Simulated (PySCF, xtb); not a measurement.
## Relative energy of two isomers of FH3SbSi−

We compare a, `[F][SbH][SiH2-]`, a singlet, with b, `[F][Sb-][SiH3]`, a singlet. Both are isolated ions in the gas phase, relaxed with B3LYP-D3(BJ)/def2-SVPD; the shapes shown needn't be the lowest conformers.

a (Å):

| atom | x (Å) | y (Å) | z (Å) |
| --- | --- | --- | --- |
| F | -1.0821 | -0.5140 | 1.9556 |
| Sb | -2.1102 | 0.7499 | 0.7157 |
| Si | -1.8135 | -0.4473 | -1.6111 |
| H | -0.7227 | 1.7793 | 0.5022 |
| H | -3.3424 | -0.6163 | -1.7462 |
| H | -1.8053 | 0.9704 | -2.2289 |

b (Å):

```csv
atom,x (Å),y (Å),z (Å)
F,-3.0272,-0.2011,2.0202
Sb,-1.4629,1.0223,1.4230
Si,-1.6247,0.3767,-1.0437
H,-0.5530,1.1641,-1.7632
H,-2.8940,0.6973,-1.8031
H,-1.3634,-1.0585,-1.4474
```

Estimate which is lower in electronic energy at CCSD(T)/def2-SVPD + ΔMP2/def2-TZVPPD, and by roughly how much.

The CCSD(T)/def2-SVPD + ΔMP2/def2-TZVPPD calculation puts structure b lower, by 12.2 kcal/mol.

How the difference moves with the method:

| level | geometry | E(b) − E(a) (kcal/mol) | departure from the last row (kcal/mol) | job, with rough time for the two |
| --- | --- | --- | --- | --- |
| GFN2-xTB | GFN2-xTB | −18.9 | −6.6 | optimisation, 0.32 s |
| HF/STO-3G | GFN2-xTB | −32.0 | −19.8 | single point, 3.5 s |
| r2SCAN-D4/def2-SVPD | GFN2-xTB | −11.4 | +0.8 | single point, 35 s |
| B3LYP-D3(BJ)/def2-SVPD | B3LYP-D3(BJ)/def2-SVPD | −10.9 | +1.4 | optimisation, 3.2 min |
| HF/def2-SVPD | B3LYP-D3(BJ)/def2-SVPD | −18.7 | −6.4 | part of the CCSD(T) run |
| MP2/def2-SVPD | B3LYP-D3(BJ)/def2-SVPD | −12.9 | −0.7 | part of the CCSD(T) run |
| CCSD(T)/def2-SVPD | B3LYP-D3(BJ)/def2-SVPD | −10.7 | +1.5 | single point |
| CCSD(T)/def2-SVPD + ΔMP2/def2-TZVPPD | B3LYP-D3(BJ)/def2-SVPD | −12.2 |  | single point, 2.7 min |

As drawn, b has 1 Si–H in place of 1 Sb–H.

The levels shown agree on the order. The largest departure from CCSD(T)/def2-SVPD + ΔMP2/def2-TZVPPD is that of HF/STO-3G, 19.8 kcal/mol. The last row adds to CCSD(T) the change of the MP2 difference between the two basis sets, here −1.5 kcal/mol.

With thermal terms from frequencies at re-optimised GFN2-xTB minima (ideal gas, soft modes damped towards free rotors, one conformer each, 298.15 K, 1 atm): the zero-point term adds +2.9 kcal/mol; ΔH is −9.4 and ΔG −9.3 kcal/mol.

The correlated steps freeze 10 core orbitals; the filled d shell of Sb is correlated, in a basis made for valence electrons. Atoms past krypton carry core potentials in the def2 sets, other sets are all-electron and non-relativistic, and no spin–orbit term is included. Run with PySCF 2.14.0, xtb 6.7.1; the last row on 2 threads of Intel(R) Xeon(R) Platinum 8175M CPU @ 2.50GHz (Skylake/Cascade Lake) on a shared host.
